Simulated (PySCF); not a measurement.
## `C[C@@H]1C[C@]12CCOC2`: 4 charge schemes on one density

Compound: C₇H₁₂O.
Cartesian coordinates in Å at the GFN2-xTB level; atoms count from 1:
```
atom  x, y, z in Å
C1     2.254    0.392   -0.722
C2     1.264    0.624    0.390
C3     0.867   -0.507    1.296
C4    -0.125    0.059    0.325
C5    -0.637   -0.730   -0.871
C6    -2.155   -0.575   -0.727
O7    -2.348    0.693   -0.139
C8    -1.332    0.852    0.827
H9     2.092    1.101   -1.532
H10    3.270    0.524   -0.352
H11    2.161   -0.615   -1.120
H12    1.360    1.600    0.855
H13    1.278   -1.485    1.092
H14    0.727   -0.305    2.348
H15   -0.300   -0.274   -1.803
H16   -0.329   -1.774   -0.854
H17   -2.694   -0.587   -1.674
H18   -2.558   -1.362   -0.071
H19   -1.134    1.921    0.929
H20   -1.669    0.458    1.800
```

Density: PBE0/pcSseg-1 (PySCF); schemes: Mulliken, IAO, Hirshfeld and ESP-fitted. Isolated species at its GFN2-xTB geometry (one conformer only).

Problem. Atoms with like bonding are taken together and averaged. At which atom do the 4 schemes differ most?

Solution. At C4: from -0.526 (Mulliken) to +0.240 e (ESP-fitted), 0.766 e apart.

Problem. Which atoms carry the lowest charge in the Mulliken, IAO, Hirshfeld and ESP-fitted schemes?

Solution. The schemes don't all agree: Mulliken C4 (-0.526); IAO C1 (-0.417); Hirshfeld O7 (-0.157); ESP-fitted C3 (-0.514).

Problem. What partial charge does each atom carry?

Solution. In e; atoms taken as equivalent share a row and are averaged (×n: the atom named and its like, n in all):

| atom | environment | Mulliken | IAO | Hirshfeld | ESP-fitted |
| --- | --- | --- | --- | --- | --- |
| C1 | methyl carbon | -0.188 | -0.417 | -0.115 | -0.473 |
| C2 | three-membered-ring carbon | -0.247 | -0.124 | -0.038 | +0.113 |
| C3 | three-membered-ring carbon | -0.079 | -0.303 | -0.098 | -0.514 |
| C4 | sp3 carbon at a ring junction | -0.526 | -0.011 | 0.000 | +0.240 |
| C5 | ring CH2 carbon | -0.129 | -0.282 | -0.076 | -0.230 |
| C6 | sp3 carbon bound to oxygen | +0.080 | -0.051 | +0.001 | +0.043 |
| O7 | cyclic ether oxygen | -0.517 | -0.400 | -0.157 | -0.392 |
| C8 | sp3 carbon bound to oxygen | +0.253 | -0.056 | 0.000 | +0.064 |
| H9/H10/H11 | methyl hydrogen | +0.114 | +0.141 | +0.042 | +0.126 |
| H12 | methine hydrogen | +0.112 | +0.136 | +0.043 | +0.050 |
| H13 | methylene hydrogen | +0.116 | +0.140 | +0.043 | +0.180 |
| H14 | methylene hydrogen | +0.118 | +0.143 | +0.043 | +0.132 |
| H15 | methylene hydrogen | +0.128 | +0.137 | +0.038 | +0.093 |
| H16 | methylene hydrogen | +0.115 | +0.140 | +0.042 | +0.076 |
| H17 | methylene hydrogen | +0.117 | +0.150 | +0.047 | +0.088 |
| H18 | methylene hydrogen | +0.097 | +0.113 | +0.030 | +0.055 |
| H19 | methylene hydrogen | +0.111 | +0.145 | +0.043 | +0.045 |
| H20 | methylene hydrogen | +0.096 | +0.115 | +0.029 | +0.049 |

Mean size of the charges over all atoms: Mulliken 0.169 e, IAO 0.164 e, ESP-fitted 0.161 e, Hirshfeld 0.049 e. Each set sums to the total charge, 0, to within 0.002 e. The Hirshfeld scheme divides the density at each point in proportion to the densities of the neutral, spherically averaged free atoms.

Some averages cover members that differ in this geometry: H9/H10/H11, ESP-fitted +0.112 to +0.139 e.

Problem. How many electrons does the IAO scheme count on C3?

Solution. Z − q = 6 − (-0.303) = 6.303.

Problem. Sum the charges by element, for elements with more than one atom.

Solution. 
| element | atoms | Mulliken | IAO | Hirshfeld | ESP-fitted |
| --- | --- | --- | --- | --- | --- |
| C | 7 | -0.836 | -1.244 | -0.326 | -0.756 |
| H | 12 | +1.353 | +1.644 | +0.485 | +1.147 |

The run behind these numbers computed NMR shieldings as well. The run took 2.6 min wall, 88 s CPU on an Intel Xeon at 2.50 GHz with one thread, no GPU, shared host with 64 logical CPUs at a one-minute load of 62, and the process peaked at 0.87 GiB of memory.
